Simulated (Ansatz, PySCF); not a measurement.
Energy difference R1 + R2 → P1 + P2, each structure at its B3LYP-D3(BJ)/def2-TZVP stationary point, reached from a drawn start (curvature not checked).
P1: O2 (SMILES O=O), charge 0, multiplicity 3.
R1: O3 (SMILES O=[O+][O-]), charge 0, multiplicity 1.
R2, BrHg (SMILES [Br][Hg]) (charge 0, multiplicity 2, Z-matrix in Å and degrees):
```
Hg
Br 1 2.6165
```
P2, BrHgO (SMILES [O]=[Hg][Br]) (charge 0, multiplicity 2, Z-matrix in Å and degrees):
```
Hg
O 1 1.9884
Br 1 2.4090 2 180.00
```

P less R. No zero-point or thermal terms; singlets are restricted closed shells; open shells are unrestricted; no spin–orbit coupling. The spin states of the d-block species are the ones drawn and need not be the lowest.

Programs: Ansatz (a first-principles code); PySCF for the D3/D4 terms. No computed number here is a measurement. Elements past Kr take the def2 small-core potentials, without spin–orbit coupling.

Problem. One of these levels gives -28.63 kcal/mol for the reaction energy. Name it.
A. SVWN5/def2-TZVPP
B. HF/def2-QZVPP
C. BLYP-D3(BJ)/def2-TZVPP
D. B3LYP-D3(BJ)/def2-TZVPP

Solution. C, BLYP-D3(BJ)/def2-TZVPP. The others give -107.12 (HF/def2-QZVPP), -18.79 (SVWN5/def2-TZVPP), -41.05 (B3LYP-D3(BJ)/def2-TZVPP)
